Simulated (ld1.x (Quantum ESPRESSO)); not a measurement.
**Debugging a pseudopotential input (iridium (Ir), ld1.x (Quantum ESPRESSO) 7.5)**

Command:

```bash
ld1.x < Ir.in > Ir.out
```

Input:

```
&input
   title='Ir', zed=77., rel=3, dft='PBESOL', iswitch=3,
   config='[Xe] 4f14 5d6 6s0 6p0',
   nld=3, rlderiv=3.25, eminld=-5.0, emaxld=5.0, deld=0.02
 /
 &inputp
   pseudotype=3, tm=.true., lloc=-1, rcloc=2.60,
   nlcc=.false.,
   which_augfun='PSQ', rmatch_augfun_nc=.true.,
   file_pseudopw='Ir.UPF', file_wfcaegen='ae.wfc', file_wfcncgen='nc.wfc', file_beta='beta', file_chi='chi', file_wfcusgen='us.wfc'
 /
6
6S  1  0   0.00   0.00  1.95  2.35  0.0
6S  1  0   0.00  -1.75  1.95  2.35  0.0
6P  2  1   0.00   0.00  2.55  3.00  0.0
6P  2  1   0.00  -0.70  2.55  3.00  0.0
5D  3  2   6.00   0.00  1.65  2.00  0.0
5D  3  2   0.00  -1.45  1.65  2.00  0.0
 &test
   configts(1)='5d6 6s0 6p0'
 /
```

This is an input that runs to its end, with one change: rel changed from 0 to 3. The unchanged file is no sound one. Note: ghost state, extra bound levels that the all-electron valence spectrum of the same l lacks: s at -30.0 eV. A true bound ghost makes a file unfit for plane-wave use.

How does the run end?

The program refuses the input: "ld1_readin: wrong rel".

```
Program LD1 v.7.5

 %%%%%%%%%%%%%%%%%%%%%%%%%%%%%%%%%%%%%%%%%%%%%%%%%%%%%%%%%%%%%%%%%%%%%%%%%%%%%%
     Error in routine ld1_readin (1):
     wrong rel
 %%%%%%%%%%%%%%%%%%%%%%%%%%%%%%%%%%%%%%%%%%%%%%%%%%%%%%%%%%%%%%%%%%%%%%%%%%%%%%

     stopping ...
```
